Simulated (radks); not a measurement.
All-electron atom: Lu30+ in [Kr] 4d5. Calculated with a radial shooting solver on a logarithmic mesh with Libxc functionals: scalar-relativistic Kohn-Sham, PBE, spin-unpolarised, spherical densities, point nucleus.

Normalised radial functions P(r) = r R(r), r in bohr:

r,3p
0.002114,0.0280
0.002384,0.0342
0.002688,0.0418
0.00303,0.0511
0.003417,0.0624
0.003852,0.0761
0.004378,0.0940
0.004936,0.1144
0.005566,0.1389
0.006275,0.1683
0.007075,0.2035
0.007978,0.2452
0.009067,0.2980
0.01022,0.3563
0.01153,0.4239
0.013,0.5013
0.01465,0.5890
0.01665,0.6935
0.01878,0.8007
0.02117,0.9146
0.02387,1.0319
0.02691,1.1474
0.03035,1.2540
0.03449,1.3474
0.03889,1.4040
0.04384,1.4170
0.04943,1.3725
0.05574,1.2570
0.06284,1.0592
0.07142,0.7508
0.08053,0.3724
0.0908,-0.0801
0.1024,-0.5825
0.1154,-1.0990
0.1312,-1.6153
0.1479,-2.0157
0.1668,-2.2899
0.188,-2.4070
0.212,-2.3566
0.239,-2.1530
0.2717,-1.8092
0.3063,-1.4244
0.3454,-1.0372
0.3894,-0.6940
0.4391,-0.4233
0.495,-0.2330
0.5626,-0.1087
0.6344,-0.0467
0.7153,-0.0174
0.8064,-0.0055
0.9093,-0.0015
1.025,-0.0003
1.165,0.0000
1.314,0.0000
1.481,0.0000

3p: eigenvalue -3155.4 eV, 1 radial node at r = 0.0890 bohr, <r> = 0.211 bohr, 90 % of the charge inside 0.314 bohr.
